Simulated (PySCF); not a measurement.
C₇H₉Cl.
Atom-mapped SMILES: `[Cl:1][C@@:2]12[CH:3]=[CH:4][C@@H:5]([CH2:6][CH2:7]1)[CH2:8]2` (hydrogens: H9 on C3; H10 on C4; H11 on C5; H12, H13 on C6; H14, H15 on C7; H16, H17 on C8)

Computed, not measured: TDDFT PBE0/def2-SVPD, vertical, gas phase, core orbitals frozen in the response (PySCF 2.14.0, density-fitted response routines). Isolated species at its GFN2-xTB geometry, gas phase.

Kohn–Sham orbitals with the atoms that hold most of them (Löwdin shares over 4%, at most four atoms; ? is withheld):

```tsv
orbital	ε (eV)	atoms
HOMO-3	-9.27	Cl1 16%, C6 15%, C5 11%, C4 10%
HOMO-2	-8.26	Cl1 58%, C2 12%, C3 8%, C8 5%
HOMO-1	-8.21	Cl1 63%, C2 9%, C7 6%, C8 6%
HOMO	-7.32	?
LUMO	-0.01	?
LUMO+1	0.54	Cl1 17%, H11 9%, C6 8%, C5 7%
LUMO+2	1.08	Cl1 48%, C2 10%, C7 6%, H15 4%
```

(1) Which atoms hold the HOMO, and with what shares?

(2) Which atoms hold the LUMO, and with what shares?

(3) The HOMO–LUMO gap is 7.31 eV. Where does the response calculation put the lowest singlet, and from which orbitals?

(4) One configuration dominates each of S1, S2, S3 and S4. Which, and how do the shares of the two leading atoms of either orbital change from the occupied to the empty one?

Answers

(1) C4 (bonded to 2 C and H) 31%; C3 (bonded to 2 C and H) 31%; C2 (bonded to 3 C and Cl) 5%; C6 (bonded to 2 C and 2 H) 5%.

(2) C4 (bonded to 2 C and H) 32%; C3 (bonded to 2 C and H) 31%; H10 (bonded to C) 6%; H9 (bonded to C) 5%. By element: carbon 62% or more, hydrogen 11% or more.

(3) S1 is at 6.60 eV (f = 0.095), 0.72 eV below the gap, made of HOMO→LUMO (81%). Without the coupling terms of the response equations the lowest excitation would equal the gap.

(4) 
- S1 (6.60 eV, f 0.095), HOMO→LUMO (81%): C4 31% → 32%, C3 31% → 31%
- S2 (6.71 eV, f 0.023), HOMO→LUMO+1 (90%): C4 31% → at most 8%, C3 31% → at most 8%, Cl1 at most 5% → 17%, H11 at most 5% → 9%
- S3 (6.94 eV, f 0.0032), HOMO-2→LUMO (82%): Cl1 58% → at most 6%, C2 12% → at most 6%, C4 at most 6% → 32%, C3 8% → 31%
- S4 (7.10 eV, f 0.030), HOMO-1→LUMO (78%): Cl1 63% → at most 6%, C2 9% → at most 6%, C4 at most 6% → 32%, C3 at most 6% → 31%
